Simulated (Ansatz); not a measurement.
Species: C2H4BO2, charge -1, multiplicity 1. It need not be the lowest isomer of its formula. Whether it binds its extra electron was not tested at this geometry. 
Structure (B3LYP-D3(BJ)/def2-TZVP (Ansatz, a quantum-chemistry and plane-wave program) minimum search):
SMILES: [CH-]=CB(O)O
```xyz
9

C     -1.8184     0.6550     0.3995
C     -1.0581    -0.4694     0.2702
B      0.4142    -0.1779    -0.0897
O      0.7675     1.1421    -0.2316
O      1.4065    -1.1465    -0.2806
H     -2.8758     0.4340     0.6586
H     -1.4317    -1.4983     0.4039
H     -0.1267     1.5716    -0.0399
H      2.2306    -0.6957    -0.4949
```
Charge -1, spin multiplicity 1.

Basis-set convergence of Hartree-Fock and CCSD correlation energies (hartree) with Ansatz. Valence correlation only, unless marked. No spin-orbit coupling. Non-relativistic.

| basis | functions | E(HF) | E(corr, CCSD) |
|---|---|---|---|
| aug-cc-pVDZ | 151 | -252.54840 | -0.80178 |
| aug-cc-pVTZ | 322 | -252.61081 | -0.95028 |
| aug-cc-pVQZ | 584 | -252.62654 | -0.99773 |

Extrapolating the two largest sets (X = 3 and 4) as X^-3: E(corr) = (64·(-0.99773) - 27·(-0.95028))/37 = -1.0324 Eh, an estimate of the basis-set limit. The largest set recovers 96.6 % of it, the smallest 77.7 %.
